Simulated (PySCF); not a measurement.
Ligands exchanged one at a time, Ga F-Br. All species are isolated molecules in the gas phase. Strings in code marks are SMILES.

The dipole moment from two functionals at the same geometries (PBE0-D4/def2-TZVP), both in PySCF: PBE-D3(BJ)/def2-TZVP and PBE0-D4/def2-TZVP. 

```json
[
 {"species": "0 of 3 F replaced by Br (`[F][Ga]([F])[F]`)", "PBE0-D4/def2-TZVP (D)": "0.00"},
 {"species": "1 of 3 F replaced by Br", "PBE0-D4/def2-TZVP (D)": "1.38"},
 {"species": "2 of 3 F replaced by Br (`[F][Ga]([Br])[Br]`)", "PBE0-D4/def2-TZVP (D)": "1.12"},
 {"species": "3 of 3 F replaced by Br (`[Ga]([Br])([Br])[Br]`)", "PBE0-D4/def2-TZVP (D)": "0.00"}
]
```

### Question
What does PBE-D3(BJ)/def2-TZVP give for each?

### Answer

- 0 of 3 F replaced by Br (`[F][Ga]([F])[F]`): 0.00
- 1 of 3 F replaced by Br: 1.32
- 2 of 3 F replaced by Br (`[F][Ga]([Br])[Br]`): 1.07
- 3 of 3 F replaced by Br (`[Ga]([Br])([Br])[Br]`): 0.00
Over these rows, drawn at random from the members with no instability flagged (it was tested for open shells, ions and some series alone), PBE minus PBE0-D4: mean -0.03 D, from -0.06 D to 0.00 D.
